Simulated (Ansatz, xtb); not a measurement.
# Relaxing a trial structure of F2HOSi2

The starting geometry of this gas-phase doublet has its atoms placed at random.

```yaml
atoms:
  - { symbol: F, position_ang: [1.0424, 0.3035, -0.8272] }
  - { symbol: F, position_ang: [-1.4134, 0.9997, 0.0704] }
  - { symbol: O, position_ang: [-0.6143, -0.0930, 1.3506] }
  - { symbol: Si, position_ang: [0.4311, 1.6076, -1.3745] }
  - { symbol: Si, position_ang: [-0.2064, -0.4071, -1.0346] }
  - { symbol: H, position_ang: [0.0983, 0.1870, 0.6371] }
```

Problem. One run relaxed it with r2SCAN-D4/def2-SVP. What is a likely outcome?

Solution. It ends as a structure with F1 bridging Si5 and Si4, F2 bridging Si5 and Si4, given below by its coordinates. Distances that change by over a tenth: F1–Si4 (1.54 → 1.86 Å), F1–Si5 (1.45 → 1.92 Å), F2–Si5 (2.16 → 1.92 Å), Si5–H6 (1.80 → 2.33 Å). Contacts that open: Si4–Si5 (2.14 → 2.99 Å). Contacts that close: F2–Si4 (2.42 → 1.86 Å), O3–Si5 (2.44 → 1.65 Å).

The energy falls by 11.10 eV over 15 steps:

| step | E − E(last) (eV) |
| --- | --- |
| 1 | 11.105 |
| 3 | 4.881 |
| 4 | 3.399 |
| 6 | 0.684 |
| 7 | 0.230 |
| 9 | 0.027 |
| 10 | 0.010 |
| 12 | 0.001 |
| 13 | 0.000 |
| 15 | 0.000 |

Final geometry (Å):

```yaml
atoms:
  - { symbol: F, position_ang: [0.9675, 0.2850, -1.1022] }
  - { symbol: F, position_ang: [-1.1612, 1.1566, -0.8097] }
  - { symbol: O, position_ang: [-0.3245, -0.5134, 1.0650] }
  - { symbol: Si, position_ang: [0.4102, 2.0565, -1.2429] }
  - { symbol: Si, position_ang: [-0.6104, -0.6696, -0.5532] }
  - { symbol: H, position_ang: [0.0561, 0.2826, 1.4648] }
```

From the same start GFN2-xTB ends elsewhere, differing in F1–Si4 (2.93 against 1.86 Å here), F2–Si5 (3.03 against 1.92 Å here), Si4–Si5 (2.22 against 2.99 Å here).

From so rough a start the end depends on the optimiser's path, so another program may land elsewhere. The end wasn't checked by frequencies. Open shells are spin-unrestricted. Run with Ansatz 0.2.0, 84 s on 1 thread of Intel(R) Xeon(R) 6975P-C (Granite Rapids), on a shared host.
